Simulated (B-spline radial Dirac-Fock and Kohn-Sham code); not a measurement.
**Ce⁺ 3d5/2: cross section and angular parameters**

System: cerium as Ce⁺ in the configuration [Xe] 4f1 5d2; threshold 898.2 eV (orbital energy of the model). Level of theory: Dirac-Hartree-Slater photoionisation with a Latter tail; cross sections with all multipoles, angular parameters from the dipole term and its interference with E2; a B-spline atomic structure program.

Input of the calculation (task.json; shells as n, l, electrons):

```json
{"items": [{
  "Z": 58,
  "q": 1,
  "cfg": [[1, 0, 2], [2, 0, 2], [2, 1, 6], [3, 0, 2], [3, 1, 6], [3, 2, 10], [4, 0, 2], [4, 1, 6], [4, 2, 10], [4, 3, 1], [5, 0, 2], [5, 1, 6], [5, 2, 2]],
  "A": 140,
  "rrms": 4.8771,
  "do": "xps",
  "hv": [63.4, 64.1, 80, 100, 127.0, 146.0, 155.0, 160.0, 221.0, 225.0, 288.0, 300, 400, 565.0, 704.0, 884.0, 899.0, 1000, 1130.0, 1550.0, 2000, 2350.0, 3990.0, 4150.0, 4260.0, 4880.0, 6590.0, 9251.7, 11600.0, 12000]
}]}
```

Launch: `python xray2_run.py task.json out`

For linearly polarised light dσ/dΩ = σ/(4π) [1 + β P₂(cos θ) + (δ + γ cos²θ) sin θ cos φ], with θ from the polarisation vector and φ the angle between the beam and the projection of the electron momentum on the plane normal to the polarisation.

```
hν (eV)  σ (kb)      β       γ       δ
   1000    1090  0.449  -0.072  -0.007
   1130       ?      ?       ?       ?
   1550     371  1.087  -0.039   0.031
   2000     183  1.198   0.134   0.051
   2350     114  1.222   0.266   0.062
   3990    22.0  1.160   0.751   0.111
   4150    19.3  1.149   0.788   0.115
   4260    17.7  1.142   0.813   0.118
   4880    11.3  1.102   0.941   0.136
   6590    4.01  0.996   1.212   0.186
 9251.7    1.19  0.864   1.498   0.263
  11600   0.512  0.774   1.673   0.328
  12000   0.451  0.760   1.698   0.339
```

Question: Give the values at 1130 eV.

Answer: σ = 822 kb, β = 0.707, γ = -0.120, δ = -0.002.
